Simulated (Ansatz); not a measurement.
Mulliken charges of Cl₂F₂H₂In₂ (`[F][In@H-]1[Cl+][In@@H-]([F])[Cl+]1`) from r2SCAN/def2-TZVPP in Ansatz (PBE0-D4/def2-TZVP geometry).

```tsv
atom	x (Å)	y (Å)	z (Å)	charge (e)
F1	2.457	-1.575	0.048	-0.462
In2	1.799	0.238	0.143	0.906
Cl3	0.108	0.288	-1.724	-0.381
In4	-1.815	-0.032	-0.128	0.906
F5	-2.177	-1.922	-0.299	-0.462
Cl6	-0.132	0.020	1.746	-0.381
H7	2.630	1.697	0.313	-0.063
H8	-2.869	1.285	-0.099	-0.063
```

Problem. By hand: the dipole of these point charges (1 e Å = 4.8032 D).

Solution. Σ q r = (-0.120, 1.497, 0.108) e Å, of length 1.506 e Å = 7.23 D.

Problem. How does the dipole of the full density compare? (Best estimate.)

Solution. Computed: (-0.080, 0.992, 0.071) e Å, 4.79 D; the point charges give 1.51 times that, at 0° from its direction.

Point charges leave out the atoms' own dipoles, such as those of lone pairs, and Mulliken's split depends on the basis, so the two needn't agree.
